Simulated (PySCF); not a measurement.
## Mg⁸⁺ (magnesium, charge +8) across methods

[He] 2s2, closed-shell 1S. Calculation: PySCF 2.14, in an even-tempered Gaussian basis (19 s from 0.9 bohr⁻², ratio 2.2; 9 p from 1.5 bohr⁻², ratio 2.4; 6 d from 4.5 bohr⁻², ratio 2.4; 5 f from 6.7 bohr⁻², ratio 2.4; 5 g from 10 bohr⁻², ratio 2.4); the spin-free X2C one-electron Hamiltonian (Gaussian nucleus).

| method | E (hartree) | mean ε 1s (eV) | mean ε 2s (eV) | Σ⟨r²⟩ (bohr²) | ⟨S²⟩ |
| --- | --- | --- | --- | --- | --- |
| PBE | -162.2871 | -1572.4 | -309.60 | 0.8107 | 0.000 |
| LDA | -161.4586 | -1565.3 | -308.57 | 0.8139 | 0.000 |
| B3LYP | -162.3558 | -1588.5 | -312.93 | 0.8118 | 0.000 |
| TPSSh | -162.4171 | -1585.1 | -311.86 | 0.8098 | 0.000 |
| UHF | -162.26406 | -1648.6 | -324.26 | 0.8130 | 0.000 |
| r2SCAN | -162.3291 | -1580.7 | -310.48 | 0.8119 | 0.000 |
| PBE0 | -162.3072 | -1591.6 | -313.57 | 0.8109 | 0.000 |
